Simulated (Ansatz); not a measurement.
Gas-phase electronic energies from Ansatz, PBE0-D4/def2-TZVP geometries. CCSD(T)/CBS adds triple-zeta CCSD(T) − MP2 to the extrapolated MP2 energy (def2 sets, frozen cores). This one scheme is used for every species. Functionals use def2-TZVPP. Triplets are unrestricted, without spin–orbit coupling. For Ge outer-core shells are correlated without core-valence functions, which leaves a few kJ/mol of doubt a bond. Scalar relativity is left out up to krypton. One conformer a species, not always the lowest.

Consider the formal loss of a carbene: `C[CH2][GeH2][CH3]` → `C[CH2][GeH3]` + `[CH2]` (triplet).

(1) Is it downhill or uphill in electronic energy at CCSD(T)/CBS, and by how much? (An estimate is asked.)

(2) What do these levels give: PBE-D4, r2SCAN0-D4, revPBE, r2SCAN, r2SCANh, BHLYP? (Best estimate.)

Largest T1 diagnostic among the species: 0.011.

Answers

(1) Ansatz gave: Uphill: ΔE = +4.84 eV.

(2) Computed: PBE-D4 4.87, r2SCAN0-D4 4.54, revPBE 4.54, r2SCAN 4.56, r2SCANh 4.54, BHLYP 4.52 eV.

At CCSD(T), def2-SVP lies −0.31 eV from the extrapolated value and def2-TZVPP −0.11 eV. In def2-TZVPP, CCSD(T) changes the Hartree–Fock value by +1.48 eV (the triples alone add +0.12 eV) and MP2 by +1.64 eV. From PBE to PBE0 (25 % exact exchange), in def2-TZVPP and without D4, ΔE moves by −0.08 eV.
